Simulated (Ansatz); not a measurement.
Program: Ansatz 0.2.0.

C2H7NSi2 (`CC1=N[SiH2][SiH2]1`). The species carries charge 0 and has multiplicity 1. The geometry is a stationary point of PBE0-D4/def2-TZVP.

```xyz
12

C    -0.492   -1.913    0.216
C     0.025   -0.532    0.004
N     1.219   -0.304   -0.420
Si    1.325    1.473   -0.500
Si   -0.845    1.169    0.271
H    -1.381   -2.080   -0.400
H     0.270   -2.654   -0.032
H    -0.806   -2.041    1.257
H     2.378    2.023    0.396
H     1.577    1.969   -1.879
H    -1.234    1.471    1.679
H    -2.035    1.420   -0.592
```

Problem. What is the dipole moment at B3LYP/def2-TZVPP? (Estimate.)

Solution. The calculation gave: 1.66 D, with components (-1.54, 0.29, 0.53) D in this frame, pointing from negative to positive charge.

Problem. And with PBE, r2SCAN, ωB97M-V? (An estimate is asked.)

Solution. The calculation gave: PBE 1.51 D, r2SCAN 1.59 D, ωB97M-V 1.70 D.

Problem. Give the Mulliken charges with B3LYP, PBE, r2SCAN in def2-TZVPP. (An estimate is asked.)

Solution. The calculation gave: 
```csv
atom,B3LYP,PBE,r2SCAN
C1,-0.22,-0.21,-0.13
C2,0.01,0.02,0.07
N3,-0.28,-0.22,-0.34
Si4,0.35,0.29,0.38
Si5,0.12,0.05,0.13
H6,0.09,0.09,0.06
H7,0.09,0.09,0.06
H8,0.09,0.09,0.06
H9,-0.07,-0.06,-0.08
H10,-0.07,-0.06,-0.08
H11,-0.06,-0.05,-0.07
H12,-0.06,-0.05,-0.07
```

B3LYP here is the variant with VWN-RPA as its local correlation; programs differ in this.
